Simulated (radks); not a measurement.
Results of a calculation; reference values are marked as such.
How relativity changes the ionisation of the aluminium ion Al3+ ([Ne]) to Al4+ ([He] 2s2 2p5). Spin-unpolarised spherical Kohn-Sham, PBE, point nucleus unless stated (finite: rms radius 3.061 fm), a radial shooting solver on a logarithmic mesh with Libxc functionals. A level marked "c x" has the speed of light scaled by that factor and shares open shells by 2j + 1; other Dirac levels either fill j = l - 1/2 first or share by 2j + 1.

level                               E(Al3+) (hartree)  E(Al4+) (hartree)  IE (eV)   HOMO  <r> HOMO (bohr)
non-rel.                                   -240.26430         -235.81270   121.13     2p           0.5978
scalar-rel.                                -240.72122         -236.26945   121.14     2p           0.5974
scalar-rel., finite nucleus                -240.72108         -236.26931   121.14     2p           0.5974
Dirac, 2j+1 shares                         -240.72144         -236.26965   121.14  2p3/2           0.5981
Dirac, low j first                         -240.72144         -236.27567   120.98  2p3/2           0.5981
Dirac, 2j+1 shares, finite nucleus         -240.72130         -236.26951   121.14  2p3/2           0.5981
Dirac, c x 3                               -240.31489         -235.86327   121.13  2p3/2           0.5978
Dirac, c x 5                               -240.28251         -235.83090   121.13  2p3/2           0.5978
Dirac, c x 10                              -240.26885         -235.81725   121.13  2p3/2           0.5978

NIST Atomic Spectra Database: 119.99 eV (measured). The relativistic part of the total energy of Al3+ is -0.457 hartree (Dirac, 2j+1 shares, finite nucleus), 0.19 % of the non-relativistic value. Spin polarisation and multiplet splitting of open shells are left out at every level.

Beside tabulated values, note that spin-unpolarised runs miss the spin-polarisation part of the exchange energy of open shells.
